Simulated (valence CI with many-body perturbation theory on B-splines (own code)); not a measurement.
E1 line list for Xe⁴⁹⁺

Calculated by configuration interaction combined with many-body perturbation theory (CI+MBPT): three valence electrons over a frozen Dirac-Fock core [He], radial functions for each j: 11 s, 11 p, 9 d, 7 f, 5 g, 2 h, 1 i, with the one-electron correlation potential Σ1, the two-electron term Σ2, the three-electron term Σ3, Breit, model QED; selected CI, second order for the rest (own B-spline code, finite nucleus).

No measured spectrum was set against this ion. As an estimate, large intervals hold to a few tenths of a per cent, small ones and those within an open d or f shell to about a per cent.

Lines 51 to 100 of 281 in falling wavelength, among levels below 6091.0 eV, chosen from the strongest by gf and those to the six lowest levels. Wavelengths and rates use the calculated energies. Electric multipoles are in the length gauge, E1 and E2 with the static RPA response of the core. Weak lines are less certain than strong ones. Lines between different terms over intervals too small for the method are left out, as are lines whose strength nearly cancels. The highest levels of a list are the least certain.

Levels are named by their leading jj configuration (3d3/2^4 stands for four electrons in 3d with j = 3/2), which in mixed levels can hold well under half, so a name can repeat and another be missing. Letters in brackets count levels of one name in rising energy.

```
λ vac (nm)                          Upper                       Lower   A (s⁻¹)  S (a.u.) with core polarisation  S without
     6.325         (2s 2p1/2 2p3/2) J=1/2          (2s^2 2p3/2) J=3/2  8.49e+09                         2.12e-03   2.13e-03
     6.208         (2p1/2 2p3/2 3s) J=5/2         (2s 2p3/2 3s) J=5/2  3.98e+10                         2.82e-02   2.82e-02
     5.510          (2p1/2^2 2p3/2) J=3/2      (2s 2p1/2 2p3/2) J=5/2  4.40e+10                         1.45e-02   1.46e-02
     4.830          (2p1/2^2 2p3/2) J=3/2  (2s 2p1/2 2p3/2) J=3/2 [a]  1.47e+10                         3.27e-03   3.28e-03
     2.528             (2s 2p3/2^2) J=5/2          (2s^2 2p3/2) J=3/2  1.51e+11                         7.22e-03   7.23e-03
     2.474          (2p1/2 2p3/2^2) J=3/2      (2s 2p1/2 2p3/2) J=1/2  3.70e+11                         1.11e-02   1.11e-02
     2.472          (2p1/2 2p3/2^2) J=3/2  (2s 2p1/2 2p3/2) J=3/2 [b]  6.55e+10                         1.96e-03   1.96e-03
     2.393  (2p1/2 2p3/2 3d3/2) J=5/2 [a]      (2s 2p1/2 3d3/2) J=5/2  2.25e+11                         9.14e-03   9.16e-03
     2.379          (2p1/2 2p3/2^2) J=5/2  (2s 2p1/2 2p3/2) J=3/2 [b]  4.33e+11                         1.73e-02   1.73e-02
     2.375      (2p1/2 2p3/2 3d5/2) J=9/2      (2s 2p1/2 3d5/2) J=7/2  3.45e+11                         2.28e-02   2.29e-02
     2.371                (2p3/2^3) J=3/2          (2s 2p3/2^2) J=3/2  1.05e+12                         2.76e-02   2.77e-02
     2.370      (2p1/2 2p3/2 3p3/2) J=7/2      (2s 2p1/2 3p3/2) J=5/2  4.16e+11                         2.19e-02   2.19e-02
     2.359  (2p1/2 2p3/2 3d5/2) J=7/2 [a]  (2s 2p1/2 3d5/2) J=5/2 [a]  3.44e+11                         1.78e-02   1.79e-02
     2.350  (2p1/2 2p3/2 3d3/2) J=5/2 [b]  (2s 2p1/2 3d3/2) J=3/2 [b]  3.26e+11                         1.25e-02   1.26e-02
     2.349     (2s 2p3/2 3d5/2) J=7/2 [b]          (2s^2 3d5/2) J=5/2  5.60e+11                         2.87e-02   2.87e-02
     2.344  (2p1/2 2p3/2 3p3/2) J=5/2 [a]  (2s 2p1/2 3p3/2) J=3/2 [a]  3.46e+11                         1.32e-02   1.32e-02
     2.335      (2p1/2 2p3/2 3d3/2) J=7/2      (2s 2p1/2 3d3/2) J=5/2  3.42e+11                         1.72e-02   1.72e-02
     2.334     (2s 2p3/2 3p3/2) J=5/2 [b]          (2s^2 3p3/2) J=3/2  6.22e+11                         2.34e-02   2.35e-02
     2.331  (2p1/2 2p3/2 3d5/2) J=7/2 [b]  (2s 2p1/2 3d5/2) J=5/2 [b]  2.02e+11                         1.01e-02   1.01e-02
     2.329  (2p1/2 2p3/2 3p1/2) J=3/2 [b]  (2s 2p1/2 3p1/2) J=1/2 [b]  4.34e+11                         1.08e-02   1.08e-02
     2.326      (2p1/2 2p3/2 3p1/2) J=5/2      (2s 2p1/2 3p1/2) J=3/2  4.10e+11                         1.53e-02   1.53e-02
     2.308  (2p1/2 2p3/2 3d3/2) J=3/2 [a]  (2s 2p1/2 3d3/2) J=3/2 [a]  3.98e+11                         9.66e-03   9.68e-03
     2.307     (2s 2p3/2 3d3/2) J=5/2 [b]          (2s^2 3d3/2) J=3/2  5.64e+11                         2.05e-02   2.06e-02
     2.304         (2s 2p3/2 3p1/2) J=1/2          (2s^2 3p1/2) J=1/2  7.49e+11                         9.04e-03   9.06e-03
     2.304            (2s 2p3/2 3s) J=1/2             (2s^2 3s) J=1/2  7.38e+11                         8.91e-03   8.92e-03
     2.298     (2s 2p3/2 3p1/2) J=3/2 [b]          (2s^2 3p1/2) J=1/2  6.68e+11                         1.60e-02   1.60e-02
     2.296     (2s 2p3/2 3d3/2) J=3/2 [b]          (2s^2 3d3/2) J=3/2  6.02e+11                         1.44e-02   1.44e-02
     2.295     (2s 2p3/2 3d5/2) J=5/2 [b]          (2s^2 3d5/2) J=5/2  6.77e+11                         2.42e-02   2.43e-02
     2.288        (2s 2p3/2 3s) J=3/2 [b]             (2s^2 3s) J=1/2  6.83e+11                         1.61e-02   1.62e-02
     2.288         (2p1/2 2p3/2 3s) J=5/2         (2s 2p1/2 3s) J=3/2  3.59e+11                         1.27e-02   1.27e-02
     2.287     (2s 2p3/2 3p3/2) J=3/2 [b]          (2s^2 3p3/2) J=3/2  6.25e+11                         1.48e-02   1.48e-02
     2.286  (2p1/2 2p3/2 3d5/2) J=7/2 [b]      (2s 2p1/2 3d5/2) J=7/2  2.23e+11                         1.05e-02   1.05e-02
     2.285     (2s 2p3/2 3d5/2) J=3/2 [b]          (2s^2 3d5/2) J=5/2  7.65e+11                         1.80e-02   1.80e-02
     2.284     (2p1/2 2p3/2 3s) J=3/2 [a]     (2s 2p1/2 3s) J=1/2 [a]  3.65e+11                         8.59e-03   8.61e-03
     2.248          (2p1/2 2p3/2^2) J=3/2      (2s 2p1/2 2p3/2) J=5/2  6.96e+10                         1.56e-03   1.56e-03
     2.238     (2s 2p1/2 2p3/2) J=3/2 [b]          (2s^2 2p1/2) J=1/2  6.91e+11                         1.53e-02   1.53e-02
     2.237         (2s 2p1/2 2p3/2) J=1/2          (2s^2 2p1/2) J=1/2  8.70e+11                         9.60e-03   9.62e-03
     2.216          (2p1/2 2p3/2^2) J=1/2  (2s 2p1/2 2p3/2) J=3/2 [b]  8.93e+11                         9.59e-03   9.61e-03
     2.198             (2s 2p3/2^2) J=1/2          (2s^2 2p3/2) J=3/2  7.19e+11                         7.53e-03   7.54e-03
     2.194             (2s 2p3/2^2) J=3/2          (2s^2 2p3/2) J=3/2  1.22e+12                         2.54e-02   2.54e-02
     2.192          (2p1/2^2 2p3/2) J=3/2          (2s 2p1/2^2) J=1/2  5.04e+11                         1.05e-02   1.05e-02
     2.170          (2p1/2 2p3/2^2) J=5/2      (2s 2p1/2 2p3/2) J=5/2  5.00e+11                         1.52e-02   1.52e-02
     2.126          (2p1/2 2p3/2^2) J=3/2  (2s 2p1/2 2p3/2) J=3/2 [a]  5.73e+11                         1.09e-02   1.09e-02
     2.056          (2p1/2 2p3/2^2) J=5/2  (2s 2p1/2 2p3/2) J=3/2 [a]  1.03e+10                         2.66e-04   2.66e-04
     1.389                (2p3/2^3) J=3/2  (2s 2p1/2 2p3/2) J=3/2 [b]  1.55e+10                         8.18e-05   8.20e-05
     1.342             (2s 2p3/2^2) J=3/2          (2s^2 2p1/2) J=1/2  1.80e+10                         8.58e-05   8.60e-05
    0.2647             (2s^2 3p1/2) J=1/2  (2s 2p1/2 2p3/2) J=3/2 [b]  1.48e+12                         2.72e-05   2.71e-05
    0.2616        (2s 2p1/2 3s) J=1/2 [a]  (2s 2p1/2 2p3/2) J=3/2 [b]  3.44e+12                         6.08e-05   6.06e-05
    0.2607            (2s 2p1/2 3s) J=3/2  (2s 2p1/2 2p3/2) J=3/2 [b]  5.22e+12                         1.83e-04   1.82e-04
    0.2595        (2s 2p1/2 3s) J=1/2 [b]  (2s 2p1/2 2p3/2) J=3/2 [b]  2.63e+13                         4.54e-04   4.52e-04
```
